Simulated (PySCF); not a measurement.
A PySCF script (with the pyscf-properties extension) for the NMR shieldings of SMILES [H]/N=C\CCO[SiH2]N, C3H10N2OSi, on a GFN2-xTB geometry:

```python
import basis_set_exchange as bse
import numpy as np
from pyscf import gto, dft
from pyscf.prop import nmr

atoms = """
N    -1.081631   -1.130642    1.564610
C    -1.268997   -1.219472    0.327955
C    -1.736189   -0.150298   -0.610368
C    -0.505670    0.505062   -1.263586
O     0.189950    1.262959   -0.328234
Si    1.694164    1.079599    0.259929
N     1.953786   -0.540197    0.783940
H    -1.318381   -0.221517    1.963463
H    -1.007077   -2.169737   -0.131693
H    -2.285804    0.622452   -0.068083
H    -2.370215   -0.573450   -1.390190
H    -0.838193    1.178114   -2.064129
H     0.133437   -0.268615   -1.701953
H     1.628983    2.149396    1.250979
H     2.715930    1.279645   -0.769543
H     2.858510   -0.793268    1.144446
H     1.230399   -0.998000    1.321472
"""
names = dict.fromkeys(["N", "C", "O", "Si", "H"], "pcSseg-1")
basis = {el: gto.basis.parse(bse.get_basis(n, elements=[el], fmt="nwchem")) for el, n in names.items()}
mol = gto.M(atom=atoms, basis=basis, charge=0, verbose=0)
mf = dft.RKS(mol, xc="PBE0")
mf.grids.level = 2
mf.grids.alignment = dft.numint.BLKSIZE   # the property module wants whole blocks of grid points
mf.conv_tol = 1e-9
mf.kernel()

calc = nmr.RKS(mf)   # GIAO
C = mf.mo_coeff
Co = C[:, mf.mo_occ > 0]
resp = mf.gen_response(singlet=True, hermi=2)
def vind(x):   # induced exchange potential for any number of trial vectors
    d = np.einsum("pi,xij,qj->xpq", C, 2 * x.reshape(-1, C.shape[1], Co.shape[1]), Co, optimize=True)
    return np.einsum("xpq,pi,qj->xij", resp(d - d.transpose(0, 2, 1)), C, Co, optimize=True).ravel()
mo1, _ = nmr.rhf.solve_mo1(calc, with_cphf=vind)
sigma = calc.kernel(mo1)
for i, s in enumerate(sigma):   # ppm
    print("%2d %-2s %9.2f" % (i, mol.atom_pure_symbol(i), np.trace(s) / 3))
```

**Question.** What does it print?

**Answer.** 
```
 0 N     -96.29
 1 C       6.21
 2 C     137.64
 3 C     125.30
 4 O     299.52
 5 Si    379.05
 6 N     240.51
 7 H      21.00
 8 H      23.59
 9 H      29.59
10 H      29.31
11 H      27.50
12 H      27.60
13 H      26.74
14 H      26.84
15 H      31.75
16 H      30.52
```

These numbers come from an equivalent density-fitted implementation of the same equations, which agrees with the script to about 0.01 ppm for H and up to a few tenths of a ppm for heavy atoms, so last digits may differ.

**Question.** Turn these shieldings into chemical shifts. Chemical shifts δ = σref − σ; 15N (267.73 ppm) vs NH3; TMS for 13C (186.93 ppm) and 29Si (349.16 ppm) and 1H (31.72 ppm); 17O (336.08 ppm) against H2O, all at this level.

**Answer.** Averaging equivalent atoms: N 0: 364.0; N 6: 27.2; C 1: 180.7; C 3: 61.6; C 2: 49.3; O 4: 36.6; Si 5: -29.9; H 7: 10.71; H 8: 8.13; H 13/14: 4.93; H 11/12: 4.17; H 9/10: 2.26; H 15/16: 0.58 ppm. Experimental scales use liquid or dissolved standards, which lie at an offset from isolated NH3 (liquid NH3: subtract about 20 ppm) and H2O (liquid H2O: subtract about 36 ppm). Unscaled 15N shifts of sp2 nitrogen come out 20 to 40 ppm too high even then.

Size and cost of the density-fitted run: 176 basis functions, 78 s wall time on 1 thread of an Intel Xeon, shared host; peak memory 0.8 GiB.
